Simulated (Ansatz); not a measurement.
Stepwise reaction of `[GeH3][SiH2][SiH2][SiH2][GeH3]` with hydrogen, as a gas-phase model of exchange steps in deposition or etching. ΔE in kJ/mol.

Calculated with Ansatz (gas phase, PBE0-D4/def2-TZVP geometries, no zero-point term in ΔE). CCSD(T)/CBS is the MP2 limit (def2-TZVPP, def2-QZVPP) plus CCSD(T) − MP2 in def2-TZVPP, frozen cores. This one scheme is used for every species. DFT in def2-TZVPP. B3LYP here is the variant with VWN-RPA as its local correlation; programs differ in this. For Ge outer-core shells are correlated without core-valence functions, which leaves a few kJ/mol of doubt a bond. Scalar relativity is left out up to krypton. Each species was taken in one conformer, which may not be the lowest.

```
step                                           reaction  PBE-D4  B3LYP-D4  ωB97M-V  CCSD(T)/CBS
   2  `[SiH3][SiH2][GeH3]` + H₂ → SiH₄ + `[SiH3][GeH3]`     1.2     -13.8    -18.0        -11.9
```

Give the row of step 1, `[GeH3][SiH2][SiH2][SiH2][GeH3]` + H₂ → `[SiH3][SiH2][GeH3]` + `[SiH3][GeH3]`. (Estimate.)

Computed: 
```tsv
step	reaction	PBE-D4	B3LYP-D4	ωB97M-V	CCSD(T)/CBS
1	`[GeH3][SiH2][SiH2][SiH2][GeH3]` + H₂ → `[SiH3][SiH2][GeH3]` + `[SiH3][GeH3]`	12.1	-1.8	-7.0	-0.1
```

By hand: ΔE of the 2 steps together at CCSD(T)/CBS.

(-0.1) + (-11.9) = -12.0 kJ/mol, or -6.0 kJ/mol a step.

In ΔE each step is lower than the one before. PBE-D4 differs from CCSD(T)/CBS by 12.2 to 13.1 kJ/mol a step. Isolated molecules leave out the surface, adducts and barriers. Largest T1 diagnostic: 0.013.
